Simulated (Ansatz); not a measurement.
Kohn–Sham single points on C₃H₁₀AlNO (`C[O][AlH][N](C)C`).

```yaml
crystal:
  periodic: [false, false, false]
  atoms:
    - {symbol: C, position_ang: [1.443488, -2.790629, 0.644065]}
    - {symbol: O, position_ang: [0.673596, -1.638835, 0.486745]}
    - {symbol: Al, position_ang: [0.820332, -0.213961, -0.406715]}
    - {symbol: N, position_ang: [-0.479489, 0.969836, -0.237562]}
    - {symbol: C, position_ang: [-0.490542, 2.229866, -0.936965]}
    - {symbol: C, position_ang: [-1.636231, 0.786023, 0.604266]}
    - {symbol: H, position_ang: [0.866145, -3.675634, 0.354401]}
    - {symbol: H, position_ang: [1.736356, -2.911793, 1.692918]}
    - {symbol: H, position_ang: [2.359770, -2.774634, 0.039232]}
    - {symbol: H, position_ang: [2.053313, 0.067878, -1.352223]}
    - {symbol: H, position_ang: [-1.370465, 2.324820, -1.589917]}
    - {symbol: H, position_ang: [0.399506, 2.334925, -1.563680]}
    - {symbol: H, position_ang: [-0.509977, 3.081238, -0.240970]}
    - {symbol: H, position_ang: [-1.589463, -0.177541, 1.115479]}
    - {symbol: H, position_ang: [-2.568476, 0.815690, 0.021500]}
    - {symbol: H, position_ang: [-1.707854, 1.572750, 1.369435]}
basis:
  gaussian: {orbitals: def2-TZVPP}
hamiltonian: {xc: pbe0, dispersion: d4}
output: {orbitals: {seedname: orbitals}}
```

```sh
$ ansatz run in.yaml --threads 2 --pin off --events-out ev --progress --plain --max-ram 20480MiB --backend cuda --devices 0, --max-vram 18GiB
```

Shortened log:

```
Functional definition: PBE0
1736 factors; their error is unknown
mean field evaluation 1: about -13387.3028 eV, gradient 8.3e1 eV
mean field evaluation 2: about -13361.6712 eV, gradient 1.3e2 eV
mean field evaluation 4: about -13401.4291 eV, gradient 7.3e0 eV
mean field evaluation 8: about -13401.5365 eV, gradient 2.0e-1 eV
mean field evaluation 16: about -13401.5388 eV, gradient 2.2e-4 eV
mean field -13401.53877695 eV, -492.4974661635 hartree, gradient 8.5e-5 eV, S^2 0.000000; 0 other end points of the search recorded, 0 dependent functions left out
reference -13401.53882068 eV, -492.4974677707 hartree; 28, 28 occupied and 309, 309 virtual orbitals, 1736 factors
Total energy: -13401.79960878 eV, -492.5070515567 hartree
```

It took 2.4 s on 2 threads of an AMD EPYC 7R13 on a shared host and a share of an NVIDIA H100 80 GB, with 0.85 GiB of host memory at the peak.

With the line `hamiltonian: {xc: hse06, dispersion: d4}` (abridged; 2.4 s):

```
Functional definition: HSE06
mean field evaluation 16: about -13400.9936 eV, gradient 2.7e-4 eV
mean field -13400.99355223 eV, -492.4774295247 hartree, gradient 4.1e-5 eV, S^2 0.000000
Total energy: -13401.23601098 eV, -492.4863397195 hartree
```

With the line `hamiltonian: {xc: {name: PBE-QIDH}}` (abridged; 4.1 s):

```
Functional definition: PBE-QIDH
mean field evaluation 16: about -13387.5720 eV, gradient 2.4e-4 eV
mean field -13387.57200493 eV, -491.9841967590 hartree, gradient 2.7e-6 eV, S^2 0.000000
10 core orbitals not correlated: weight in the atoms' cores, before any rotation towards them, 1.000 or more for the frozen orbitals, at most 0.000 for the correlated occupied ones
second order -32.23496228 eV of doubles, -0.00000000 eV of singles
Total energy: -13398.31700964 eV, -492.3790683986 hartree
```

The same input with `hamiltonian: {xc: lda}` (abridged; 3.7 s):

```
Functional definition: SPW92
mean field evaluation 16: about -13326.0424 eV, gradient 7.3e-4 eV
mean field -13326.04240390 eV, -489.7230256273 hartree, gradient 7.2e-5 eV, S^2 0.000000
Total energy: -13326.04245941 eV, -489.7230276675 hartree
```

With the line `hamiltonian: {xc: {name: B97M-V}}` (abridged; 3.2 s):

```
Functional definition: B97M-V
mean field evaluation 16: about -13410.3952 eV, gradient 3.5e-4 eV
mean field -13410.39515800 eV, -492.8229321643 hartree, gradient 3.1e-5 eV, S^2 0.000000
Total energy: -13410.39523664 eV, -492.8229350541 hartree
```

The same input with `hamiltonian: {xc: {name: r2SCANh}, dispersion: d4}` (abridged; 2.6 s):

```
Functional definition: r2SCANh
mean field evaluation 16: about -13407.6759 eV, gradient 3.0e-4 eV
mean field -13407.67591491 eV, -492.7230018240 hartree, gradient 3.5e-5 eV, S^2 0.000000
Total energy: -13407.76110793 eV, -492.7261326095 hartree
```

HSE06 is the plane-wave form, built on full-range PBE exchange.
